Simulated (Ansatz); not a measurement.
Cost and result for the atomization energy of `ClBC[O][GeH3]` (11 atoms, 10 bonds).

```xyz
11

Cl   -1.6114    2.4057   -1.5869
B    -1.1295    0.8209   -1.0299
C     0.3900    0.5303   -0.8223
O     0.7126   -0.7781   -0.3979
Ge    0.5143   -1.1726    1.3274
H    -1.9910    0.0170   -0.8478
H     0.8351    1.3054   -0.1730
H     0.8818    0.6937   -1.7947
H     1.4686   -0.2760    2.1410
H    -0.9417   -0.8901    1.7481
H     0.8713   -2.6562    1.4359
```

Total charge 0; spin multiplicity 1. Correlated methods include outer-core shells of Ge, which these sets cover unevenly. Scalar relativity is left out up to krypton. Geometry: relaxed with PBE0-D4/def2-TZVP. It is one conformer, not always the lowest. Program: Ansatz. All runs use 4 threads of an Intel Xeon on a shared host. Times are those of one run each, without the atoms' runs, and a repeat can differ threefold. Electronic energies, without spin–orbit coupling; frozen cores. CCSD(T)/CBS adds CCSD(T) − MP2 in def2-TZVPP to the MP2 limit, and its time is that of the two runs behind it. T1 = 0.012. With those shells the extrapolation isn't a true limit. B3LYP takes the VWN-RPA correlation (the form of Gaussian; ORCA's B3LYP/G).

CCSD(T)/CBS is a level of theory with its own doubt, some kJ/mol a heavy atom from the limit and from the frozen cores, so smaller differences don't rank the functionals.

```tsv
level	functions	wall time
PBE-D4/def2-TZVPP (with forces)	267	2.6 s
PBE0-D4/def2-TZVPP	267	3.4 s
r2SCAN-D4/def2-TZVPP (with forces)	267	4.5 s
B3LYP-D4/def2-TZVPP (with forces)	267	5.5 s
B2PLYP/def2-TZVPP	267	5.5 s
ωB97X-V/def2-TZVPP	267	8 s
ωB97M-V/def2-TZVPP (with forces)	267	11 s
MP2/def2-QZVPP	510	26 s
CCSD(T)/def2-TZVPP	267	3 min
CCSD(T)/CBS(def2)	–	3.4 min
```

What atomization energy does each give, and how far from CCSD(T)/CBS? (Estimate.)

Computed: 
```tsv
level	atomization (kJ/mol)	difference from CCSD(T)/CBS	per bond
PBE-D4/def2-TZVPP (with forces)	3762.7	51.1	5.1
PBE0-D4/def2-TZVPP	3707.8	-3.8	-0.4
r2SCAN-D4/def2-TZVPP (with forces)	3735.4	23.8	2.4
B3LYP-D4/def2-TZVPP (with forces)	3699.2	-12.4	-1.2
B2PLYP/def2-TZVPP	3668.1	-43.5	-4.4
ωB97X-V/def2-TZVPP	3731.2	19.6	2.0
ωB97M-V/def2-TZVPP (with forces)	3717.6	6.0	0.6
MP2/def2-QZVPP	3733.5	21.9	2.2
CCSD(T)/def2-TZVPP	3631.2	-80.4	-8.0
CCSD(T)/CBS(def2)	3711.6	0.0	0.0
```

The D4 term adds +37.2 kJ/mol with B3LYP and +19.7 kJ/mol with PBE0; it sums over pairs of atoms, weighted by their polarisabilities, and B3LYP, whose exchange is more repulsive, gets the larger term. From PBE to PBE0 (25 % exact exchange), in def2-TZVPP and without D4, the atomization energy moves by −51.4 kJ/mol: exact exchange takes away binding that semilocal exchange gives to molecules. In def2-TZVPP, CCSD(T) changes the Hartree–Fock value by +899.1 kJ/mol (the triples alone add +54.2 kJ/mol) and MP2 by +954.3 kJ/mol; breaking electron pairs costs correlation energy, which Hartree–Fock lacks.
